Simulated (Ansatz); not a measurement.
A nudged elastic band was laid between two geometries of BCl2H4N + FH (10 atoms, charge 0, multiplicity 1).

Computed with Ansatz 0.2.0, UKS PBE-D4/STO-3G.

* movable images: 9
* climbing image: yes
* spring: 5.0 eV/Å²
* optimiser: quadratic models (default)
* start path: through a guess of the saddle point
* force threshold: 0.05 eV/Å
* iteration limit: 55
* end points: relaxed

Initial state:

```xyz
10
Properties=species:S:1:pos:R:3
B -0.673 0.168 -0.694
H 0.146 1.013 -0.962
Cl -0.819 -1.065 -2.078
Cl -2.260 0.953 -0.127
H 0.917 -0.113 0.839
N -0.069 -0.640 0.593
H 1.501 1.198 -0.076
F 1.913 0.753 0.738
H 0.086 -1.660 0.358
H -0.742 -0.605 1.409
```

Final state:

```xyz
10
Properties=species:S:1:pos:R:3
B -1.282 -0.490 -0.466
H 1.538 2.103 -1.029
Cl -1.013 -1.160 -2.100
Cl -2.488 0.793 -0.161
H 0.972 0.077 0.678
N -0.474 -0.951 0.614
H 1.649 1.633 -0.440
F 1.822 0.619 0.777
H 0.049 -1.857 0.522
H -0.774 -0.767 1.604
```

Problem. What changes between the two ends?

Solution. Bonds broken: B1–H2, H5–N6. Bonds formed: H2–H7. BCl2H4N + FH becomes BCl2H2N + FH + H2.

Problem. Give the energies along the band, and the barrier.

Solution. The forces met the threshold. The highest image is number 4 of 0 to 10, 153.7 kJ/mol above the first end and 18.2 kJ/mol above the last; the last end lies 135.4 kJ/mol above the first. A vibrational analysis at the climbing image gives one clearly imaginary mode, 488i cm⁻¹: a first-order saddle point. The orbitals stay closed-shell, which can raise the energy where a bond breaks towards radicals; this wasn't checked here. Limits of this set-up: minimal basis.

```tsv
image	path coordinate (Å)	energy (kJ/mol)	B1–H2 (Å)	H5–N6 (Å)	H2–H7 (Å)
0	0.00	0.0	1.21	1.15	1.63
1	0.29	3.5	1.23	1.17	1.35
2	0.58	57.8	1.48	1.30	1.07
3	0.86	133.1	1.81	1.45	0.90
4	1.15	153.7	2.14	1.60	0.80
5	1.44	147.6	2.48	1.71	0.77
6	1.73	141.5	2.80	1.76	0.76
7	2.02	138.1	3.09	1.77	0.76
8	2.31	136.4	3.36	1.77	0.76
9	2.60	135.7	3.62	1.77	0.76
10	2.89	135.4	3.87	1.77	0.76
```

Problem. What is the geometry of the highest image?

Solution. 
```xyz
10
Properties=species:S:1:pos:R:3
B -0.921 -0.160 -0.542
H 0.573 1.332 -0.916
Cl -0.740 -0.932 -2.155
Cl -2.205 1.055 -0.218
H 1.133 0.014 0.848
N -0.239 -0.771 0.601
H 1.143 1.216 -0.366
F 1.910 0.689 0.756
H 0.078 -1.766 0.464
H -0.731 -0.677 1.528
```

Problem. What are the harmonic wavenumbers there?

Solution. 488i, 68, 173, 274, 288, 362, 404, 505, 510, 636, 791, 885, 1016, 1022, 1159, 1234, 1270, 1277, 1567, 1706, 3241, 3553, 3726, 3887 cm⁻¹.

Time of the run: 5.3 min on 1 thread of Intel(R) Xeon(R) Processor @ 2.70GHz (shared host), peak memory 0.13 GiB.
